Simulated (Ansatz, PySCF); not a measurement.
This singlet lies 3.28 eV below the relaxed triplet at the level frozen-core CCSD(T)/cc-pVTZ // B3LYP-D3(BJ)/def2-TZVP (Ansatz, an electronic-structure program).

B3LYP has the VWN-RPA correlation part, as in Gaussian. 

Z-matrix (Å, degrees):
```
O
H 1 0.9668
Ge 1 1.7839 2 114.39
F 3 1.7810 1 97.29 2 0.03
```
Charge 0, spin multiplicity 1.

What dipole moment, HOMO and HOMO–LUMO gap does PySCF 2.14.0 with B3LYP-D3(BJ)/def2-TZVP give?


| Item | Value |
|---|---|
| dipole moment | 0.75 D |
| HOMO | -8.25 eV |
| HOMO–LUMO gap | 5.90 eV |
